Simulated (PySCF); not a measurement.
## Dipole response of Te⁺ (tellurium, charge +1)

[Kr] 4d10 5s2 5p3, high-spin 4S determinant. All numbers are calculated (PySCF 2.14, scalar relativity by spin-free X2C-1e, in x2c-TZVPPall with one added diffuse shell each of s, p, d, f type (9s7p5d3f, 76 functions)). Coupled (time-dependent) response in atomic units; α is the mean over directions.

```json
{"method": "LC-wPBE", "mean α (bohr³)": "21.89", "C₆ (like pair)": "186.4", "S(−4)": "99.01"}
```

S(−4) is the Cauchy moment in α(ω) = α(0) + S(−4) ω² + …

α(iu) at LC-wPBE:

```tsv
u (hartree)	α(iu) (bohr³)
0	21.89
0.0500	21.64
0.100	20.94
0.200	18.61
0.300	15.79
0.500	10.92
0.750	7.135
1.00	5.025
1.50	2.981
2.00	2.050
3.00	1.201
5.00	0.5839
```

A single London oscillator, α(iu) = α/(1 + u²/ω²), gives C₆ = (3/4) ω α². Matching the computed C₆ needs ω = 4 × 186.4 / (3 × 21.89²) = 0.519 hartree.

For an ion, C₆ is the dispersion term alone; charge-induced terms of lower order in 1/R come first.
